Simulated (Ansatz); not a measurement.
System: chloro(dimethyl)borane, C₂H₆BCl (charge 0, singlet). 
Structure (B3LYP-D3(BJ)/def2-TZVP (Ansatz, a quantum-chemistry and plane-wave program) minimum search):
```xyz
10

C      1.4255    -0.9875    -0.4063
B      0.0192    -0.3520    -0.1827
C     -1.3160    -1.0184    -0.6351
Cl    -0.0670     1.2264     0.6367
H      1.3875    -2.0783    -0.4510
H      2.1747    -0.6750     0.3208
H      1.7812    -0.6533    -1.3905
H     -1.6549    -1.6609     0.1891
H     -2.1209    -0.3108    -0.8325
H     -1.1825    -1.6752    -1.4977
```

Basis-set convergence of Hartree-Fock and CCSD correlation energies (hartree) with Ansatz. Cores are frozen in the correlated levels unless marked. No spin-orbit coupling. No relativistic terms.

```json
[
 {"basis": "aug-cc-pV(D+d)Z", "functions": "155", "E(HF)": "-563.49422", "E(corr, CCSD)": "-0.58989"},
 {"basis": "aug-cc-pV(T+d)Z", "functions": "331", "E(HF)": "-563.53357", "E(corr, CCSD)": "-0.70481"},
 {"basis": "aug-cc-pV(Q+d)Z", "functions": "605", "E(HF)": "-563.54284", "E(corr, CCSD)": "-0.73915"}
]
```

Extrapolating the two largest sets (X = 3 and 4) as X^-3: E(corr) = (64·(-0.73915) - 27·(-0.70481))/37 = -0.7642 Eh, an estimate of the basis-set limit. The largest set recovers 96.7 % of it, the smallest 77.2 %.
